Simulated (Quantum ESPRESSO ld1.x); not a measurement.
Charge is removed step by step from the 5p3/2 level of Xe, starting from [Kr] 4d10 5s2 5p(1/2: 2, 3/2: 4). Calculated with ld1.x of Quantum ESPRESSO 7.5: Dirac Kohn-Sham, LDA (Slater exchange, Perdew-Zunger correlation), spin-unpolarised, spherical densities, point nucleus.

| removed (e) | E - E(0) (eV) | eigenvalue (eV) | E minus straight line (eV) |
|---|---|---|---|
| 0 | 0.000 | -7.999 | 0.000 |
| 0.25 | 2.258 | -10.077 | -0.807 |
| 0.5 | 5.044 | -12.222 | -1.087 |
| 0.75 | 8.374 | -14.427 | -0.823 |
| 1 | 12.262 | -16.689 | 0.000 |

Removing the whole electron costs 12.262 eV by Delta-SCF, against 7.999 eV from minus the eigenvalue at the starting occupation. Slater's transition state (half an electron removed) gives 12.222 eV. Integrating minus the eigenvalue over the occupation (Janak's theorem) gives 12.262 eV. The mean slope of the eigenvalue, de/dn, is 8.69 eV per electron. Ionisation energy of Xe in the NIST Atomic Spectra Database: 12.130 eV (measured).

Beside tabulated values, note that spin-unpolarised runs miss the spin-polarisation part of the exchange energy of open shells.
